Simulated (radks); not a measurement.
The numbers below are computed, except where a source is named.
Q: Ionisation of Ca, [Ar] 4s2, to Ca+, [Ar] 4s1, under several functionals. Non-relativistic Kohn-Sham, spin-polarised, spherical densities, point nucleus; open shells are filled with parallel spins first; a radial shooting solver on a logarithmic mesh with Libxc functionals. Known Delta-SCF values: AM05 5.956 eV. What does B86b exchange with PBE correlation give, and what is its highest occupied eigenvalue?

A: 6.073 eV by Delta-SCF; the 4s eigenvalue is -3.771 eV. NIST: 6.113 eV (measured).
